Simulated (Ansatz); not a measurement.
C₃H₉FHf (`[CH3][Hf]([CH3])([CH3])[F]`). Charge 0, multiplicity 1. Hf: def2 effective core potential.

Cartesian coordinates in Å:
```
C 1.5980 1.3024 -0.2666
Hf -0.4380 0.4394 -0.1579
C -0.5358 -1.2952 -1.5306
C -0.7523 -0.3107 1.9017
F -1.7561 1.7393 -0.6107
H 2.0966 1.0207 -1.2030
H 1.6092 2.3964 -0.2084
H 2.2201 0.9252 0.5558
H -0.9492 -1.0474 -2.5146
H 0.4634 -1.7200 -1.6933
H -1.1600 -2.0927 -1.1070
H -0.2980 -1.3031 2.0217
H -1.8112 -0.4033 2.1685
H -0.2865 0.3492 2.6445
```

Problem. List the harmonic frequencies (cm⁻¹, unscaled) at PBE0-D4/def2-TZVP in Ansatz. (An estimate is asked.)

Solution. The calculation gave: 16, 26, 56, 123, 130, 131, 142, 142, 395, 431, 432, 497, 506, 506, 523, 532, 535, 648, 1177, 1179, 1183, 1414, 1416, 1417, 1420, 1421, 1422, 3007, 3008, 3010, 3085, 3087, 3087, 3100, 3102, 3103.

Problem. Is this a minimum?

Solution. Yes, all 36 modes are real.

Problem. Give the ideal-gas thermochemistry at 298.15 K and 1 bar (rigid rotor, harmonic oscillator; point group C1, symmetry number 1).

Solution. Zero-point energy 271.6 kJ/mol; H(298) − E = 303.5 kJ/mol; entropy 457.2 J/(mol·K), of which translation 177.3, rotation 115.3, vibration 164.5; G(298) − E = 167.2 kJ/mol. Modes under 100 cm⁻¹ are hindered rotations or soft bends, so the harmonic entropy is rough.
